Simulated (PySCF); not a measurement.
**Spectroscopy problems**

PySCF calculation with GFN2-xTB geometry and NMR shieldings at PBE0/pcSseg-1/GIAO; non-relativistic Hamiltonian, no solvent model, one computed conformer, averaged over atoms made equivalent by symmetry, fast rotation or ring inversion.

Shifts are taken against calculated references (same method and geometry level): ¹H (31.72 ppm) and ¹³C (186.93 ppm) vs TMS. Splittings of carbon signals by F and P are missing where no couplings were computed. Where no couplings were computed, multiplicities follow the n + 1 count of equivalent neighbours, and m marks all less simple cases (inequivalent or close neighbours, rings, F or P nearby). Shifts are as computed. Against solution values, carbons near 30 ppm lie about +3 ppm off and those near 130 ppm about +5 ppm. Of 1211 compounds with measured shifts, 218 miss one by over three times the rms of a fit or turn the order of signals round; such compounds aren't used in these exercises.

(1) C$_{6}$H$_{11}$ClOSi$_{2}$. ¹H NMR (600 MHz, computed): δ 7.02 (m, 1H), 6.95 (m, 1H), 5.47 (d, 1H), 4.74 (m, 1H), 4.51 (m, 1H), 3.90 (s, 3H), 2.07 (s, 3H). ¹³C{¹H} NMR (computed): δ 159.4 (CH), 157.8 (CH), 115.4 (C), 80.8 (C), 52.4 (CH3), 6.2 (CH3). What is it?

(2) C$_{6}$H$_{6}$FNO. ¹H NMR (500 MHz, computed): δ 7.14 (m, 1H), 5.36 (m, 1H), 4.44 (m, 1H), 4.36 (m, 1H), 4.27 (m, 1H), 3.52 (m, 1H). ¹³C{¹H} NMR (computed): δ 152.4 (CH), 121.9 (C), 120.2 (C), 85.0 (CH), 69.8 (CH2), 69.4 (CH2). What is it?

Answers

(1) `CO[Si@@H](/C=C/[SiH2]C#CC)Cl`. The formula gives 3 degrees of unsaturation (no ring in the answer). 6 carbon signals for 6 carbons: no two carbons are equivalent. Carbon types of the structure: 2 × C, 2 × CH, 2 × CH3, leaving 3 H on heteroatoms. δC 159.4, 157.8: alkene CH; the olefinic region. δC 115.4, 80.8: alkyne carbon. δC 52.4: methyl carbon bonded to O; deshielded by the electronegative neighbour. δH 3.90: hydrogen on a methyl carbon bonded to O; its carbon carries O, hence the downfield position.

The data come from this structure; uniqueness wasn't tested.

(2) `N#CC1=C[C@H](F)COC1`. Rings plus π bonds: 4 (1 ring in the answer). 6 carbon signals for 6 carbons: no two carbons are equivalent. Carbon types of the structure: 2 × C, 2 × CH, 2 × CH2, which accounts for all hydrogens. δC 152.4: alkene CH; the olefinic region. δC 121.9: fully substituted alkene carbon; an sp2 carbon of a C=C bond. δC 85.0: allylic sp3 CH bonded to F; pulled downfield by the heteroatom. δC 69.8: allylic sp3 CH2 bonded to O; deshielded by the electronegative neighbour.

The data come from this structure; uniqueness wasn't tested.
